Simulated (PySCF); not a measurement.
Computed IR spectrum (relative IR intensity) of a molecule C3H10OSi. The structure is a stationary point at r2SCAN-D4/def2-SVP. One conformer was computed; it need not be the lowest. The numbers are results of r2SCAN-D4/def2-SVP (PySCF 2.14.0), not measurements. Frequencies are harmonic and unscaled.

```tsv
ν (cm⁻¹)	relative intensity
130	3.1
151	6.5
169	7.1
216	19
269	4.7
275	16
685	2.6
728	31
750	17
784	4.5
805	29
849	56
874	100
925	44
1253	42
1262	6.9
1443	4.2
3025	4.2
3125	7.6
3133	4.4
3139	3.8
3141	2.4
3886	26
```

### Question
Which molecule gave these data?
A) C[Si](C)(C)O
B) CCO[SiH2]C
C) C[SiH2]CCO
D) C[SiH2][C@H](C)O

### Answer
A, C[Si](C)(C)O
